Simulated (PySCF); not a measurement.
In(OMe)(SH)2 (CH5InOS2), SMILES C[O][In]([SH])[SH].

Geometry optimised at B3LYP-D3(BJ)/def2-SVP. The structure was generated by enumeration; whether it is a known compound was not checked. The def2 effective core potentials stand for the cores of In; spin–orbit coupling is left out. Other conformers were not sampled.

Vertical ionisation energy (IE) and electron affinity (EA) in eV. Rows of orbital energies are one-electron estimates. Where ΔSCF, EOM or ADC give a negative EA the extra electron is unbound and the value depends on the basis.

| level | IE | EA |
|---|---|---|
| −ε(HOMO), −ε(LUMO), PBE0/def2-TZVP (PySCF) | 7.62 | 2.03 |
| −ε(HOMO), −ε(LUMO), PBE/def2-TZVP (PySCF) | 6.16 | 2.87 |
